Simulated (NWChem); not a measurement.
System: CH$_{4}$Al cation; SMILES [CH3][AlH+]

The following NWChem deck was run.

```
start job
memory heap 200 mb stack 700 mb global 900 mb
charge 1
geometry units angstroms noautosym nocenter noautoz
  Al     0.000000     0.000000    -0.708169
  C      0.000000     0.000000     1.190690
  H      0.270706    -0.991562     1.566558
  H     -0.994071     0.261343     1.566558
  H      0.723365     0.730219     1.566558
  H      0.000000     0.000000    -2.266369
end
basis spherical
  * library aug-cc-pvdz
end
dft
  xc b3lyp
  iterations 150
end
property
  response 1 0.0773
end
task dft property
```

NWChem printed, in part:

```
             Northwest Computational Chemistry Package (NWChem) 7.3.0
             --------------------------------------------------------

                             Geometry "geometry" -> ""
                             -------------------------

 Output coordinates in angstroms (scale by  1.889725989 to convert to a.u.)

  No.       Tag          Charge          X              Y              Z
 ---- ---------------- ---------- -------------- -------------- --------------
    1 Al                  13.0000     0.00000000     0.00000000    -0.70816900
    2 C                    6.0000     0.00000000     0.00000000     1.19069000
    3 H                    1.0000     0.27070600    -0.99156200     1.56655800
    4 H                    1.0000    -0.99407100     0.26134300     1.56655800
    5 H                    1.0000     0.72336500     0.73021900     1.56655800
    6 H                    1.0000     0.00000000     0.00000000    -2.26636900

 Effective nuclear repulsion energy (a.u.)      45.3335346934

                              NWChem Property Module
                              ----------------------

                                 NWChem DFT Module
                                 -----------------

 Summary of "ao basis" -> "ao basis" (spherical)
 ------------------------------------------------------------------------------
       Tag                 Description            Shells   Functions and Types
 ---------------- ------------------------------  ------  ---------------------
 Al                       aug-cc-pvdz               11       27   5s4p2d
 C                        aug-cc-pvdz                9       23   4s3p2d
 H                        aug-cc-pvdz                5        9   3s2p

            General Information
            -------------------
          SCF calculation type: DFT
          Wavefunction type:  closed shell.
          No. of atoms     :     6
          No. of electrons :    22
           Alpha electrons :    11
            Beta electrons :    11
          Charge           :     1
          Spin multiplicity:     1
          Use of symmetry is: off; symmetry adaption is: off
          Maximum number of iterations: 150
          AO basis - number of functions:    86
                     number of shells:    40
          Convergence on energy requested:  1.00D-06
          Convergence on density requested:  1.00D-05
          Convergence on gradient requested:  5.00D-04

              XC Information
              --------------
                         B3LYP Method XC Potential
                     Hartree-Fock (Exact) Exchange  0.200
                        Slater Exchange Functional  0.800 local
                    Becke 1988 Exchange Functional  0.720 non-local
              Lee-Yang-Parr Correlation Functional  0.810
                  VWN I RPA Correlation Functional  0.190 local

             Grid Information
             ----------------
          Grid used for XC integration:  medium
          Radial quadrature: Mura-Knowles
          Angular quadrature: Lebedev.
          Tag              B.-S. Rad. Rad. Pts. Rad. Cut. Ang. Pts.
          ---              ---------- --------- --------- ---------
          Al                  1.25       88          14.0       590
          C                   0.70       49          14.0       434
          H                   0.35       45          15.0       434
          Grid pruning is: on
          Number of quadrature shells:   317
          Spatial weights used:  Erf1

      Superposition of Atomic Density Guess
      -------------------------------------

 Sum of atomic energies:        -281.53919254

 Renormalizing density from      23.00 to     22

      Non-variational initial energy
      ------------------------------

 Total energy =    -274.303102
 1-e energy   =    -457.633872
 2-e energy   =     137.997235
 HOMO         =      -0.704592
 LUMO         =      -0.321801

   convergence    iter        energy       DeltaE   RMS-Dens  Diis-err
 ---------------- ----- ----------------- --------- --------- ---------
 d= 0,ls=0.0,diis     1   -282.5616674061 -3.28D+02  1.99D-02  9.80D-01
 d= 0,ls=0.0,diis     2   -282.5084340659  5.32D-02  9.27D-03  9.92D-01
 d= 0,ls=0.0,diis     3   -282.6600405405 -1.52D-01  2.33D-03  6.27D-02
 d= 0,ls=0.0,diis     4   -282.6689982186 -8.96D-03  5.22D-04  5.31D-04
 d= 0,ls=0.0,diis     5   -282.6691086736 -1.10D-04  1.04D-04  4.28D-05
  Resetting Diis
 d= 0,ls=0.0,diis     6   -282.6691170216 -8.35D-06  1.77D-05  4.56D-07
 d= 0,ls=0.0,diis     7   -282.6691171120 -9.04D-08  3.01D-06  1.21D-08

         Total DFT energy =     -282.669117111989
      One electron energy =     -474.519223442797
           Coulomb energy =      171.835477233718
    Exchange-Corr. energy =      -25.318905596271
 Nuclear repulsion energy =       45.333534693362

 Numeric. integr. density =       21.999998597451

                       DFT Final Molecular Orbital Analysis
                       ------------------------------------

 Vector    9  Occ=2.000000D+00  E=-6.177980D-01
              MO Center= -1.9D-01, -1.1D-01,  1.3D+00, r^2= 1.3D+00
   Bfn.  Coefficient  Atom+Function         Bfn.  Coefficient  Atom+Function
  ----- ------------  ---------------      ----- ------------  ---------------
    32      0.360196  2 C  px                60     -0.343419  4 H  s
    61     -0.333888  4 H  s                 51      0.292370  3 H  s
    52      0.284256  3 H  s                 33     -0.269583  2 C  py
     9      0.059321  1 Al px                66     -0.059617  4 H  px
    69      0.051049  5 H  s                 58      0.050481  3 H  py

 Vector   10  Occ=2.000000D+00  E=-6.177980D-01
              MO Center=  1.9D-01,  1.1D-01,  1.3D+00, r^2= 1.3D+00
   Bfn.  Coefficient  Atom+Function         Bfn.  Coefficient  Atom+Function
  ----- ------------  ---------------      ----- ------------  ---------------
    69      0.367073  5 H  s                 33      0.360196  2 C  py
    70      0.356888  5 H  s                 32      0.269583  2 C  px
    51     -0.227746  3 H  s                 52     -0.221425  3 H  s
    60     -0.139327  4 H  s                 61     -0.135460  4 H  s
    10      0.059321  1 Al py                76     -0.047121  5 H  py

 Vector   11  Occ=2.000000D+00  E=-5.426540D-01
              MO Center=  9.3D-08,  9.0D-08, -4.6D-02, r^2= 3.1D+00
   Bfn.  Coefficient  Atom+Function         Bfn.  Coefficient  Atom+Function
  ----- ------------  ---------------      ----- ------------  ---------------
    11      0.421896  1 Al pz                34     -0.404630  2 C  pz
    78     -0.283665  6 H  s                  4      0.196213  1 Al s
    14      0.182353  1 Al pz                30      0.164897  2 C  s
     3      0.149681  1 Al s                 52     -0.144251  3 H  s
    61     -0.144251  4 H  s                 70     -0.144251  5 H  s

 Vector   12  Occ=0.000000D+00  E=-2.789771D-01
              MO Center=  5.0D-03,  5.3D-03, -7.7D-01, r^2= 3.3D+00
   Bfn.  Coefficient  Atom+Function         Bfn.  Coefficient  Atom+Function
  ----- ------------  ---------------      ----- ------------  ---------------
    10     -0.401475  1 Al py                 9      0.398459  1 Al px
    13     -0.387242  1 Al py                12      0.384332  1 Al px
    51     -0.100493  3 H  s                 60      0.099513  4 H  s
    39      0.073313  2 C  py                38     -0.072762  2 C  px
    53      0.057008  3 H  s                 62     -0.056452  4 H  s

 Vector   13  Occ=0.000000D+00  E=-2.789770D-01
              MO Center= -5.0D-03, -5.3D-03, -7.7D-01, r^2= 3.3D+00
   Bfn.  Coefficient  Atom+Function         Bfn.  Coefficient  Atom+Function
  ----- ------------  ---------------      ----- ------------  ---------------
     9      0.401476  1 Al px                10      0.398459  1 Al py
    12      0.387239  1 Al px                13      0.384330  1 Al py
    69     -0.115473  5 H  s                 38     -0.073314  2 C  px
    39     -0.072764  2 C  py                71      0.065518  5 H  s
    60      0.058585  4 H  s                 51      0.056888  3 H  s

 Vector   14  Occ=0.000000D+00  E=-2.549191D-01
              MO Center=  2.2D-07,  6.7D-07, -6.2D-01, r^2= 4.0D+00
   Bfn.  Coefficient  Atom+Function         Bfn.  Coefficient  Atom+Function
  ----- ------------  ---------------      ----- ------------  ---------------
    30      0.369011  2 C  s                 20      0.348769  1 Al d  0
     3     -0.312113  1 Al s                 78      0.283919  6 H  s
    34     -0.270780  2 C  pz                31     -0.238895  2 C  s
    25      0.211924  1 Al d  0              52     -0.166989  3 H  s
    61     -0.166990  4 H  s                 70     -0.167005  5 H  s

     Multipole analysis of the density
     ---------------------------------

     L   x y z        total         alpha         beta         nuclear
     -   - - -        -----         -----         ----         -------
     0   0 0 0      1.000000    -11.000000    -11.000000     23.000000

     1   1 0 0     -0.000001     -0.000000     -0.000000      0.000000
     1   0 1 0     -0.000001     -0.000000     -0.000000      0.000000
     1   0 0 1     -0.619341     -0.660449     -0.660449      0.701557

[...]

 DFT Linear Response polarizability / au
 Frequency  =       0.0773000 / au
 Wavelength =     589.4353558 / nm
              X              Y              Z
 -----------------------------------------------
 X      28.4334056     -0.0000116      0.0000106
 Y      -0.0000116     28.4334089      0.0000103
 Z       0.0000106      0.0000103     46.7689577
 -----------------------------------------------
 Eigenvalues =      28.4333955     28.4334189     46.7689577
 Isotropic   =      34.5452574
 Anisotropic =      18.3355505
 -----------------------------------------------

 Magnetic Dipole Response Matrix (nonzero elements):

 Exiting AOResponse driver routine
```

Level: B3LYP/aug-cc-pVDZ. Geometry: optimised at PBE0-D3(BJ)/def2-TZVP.
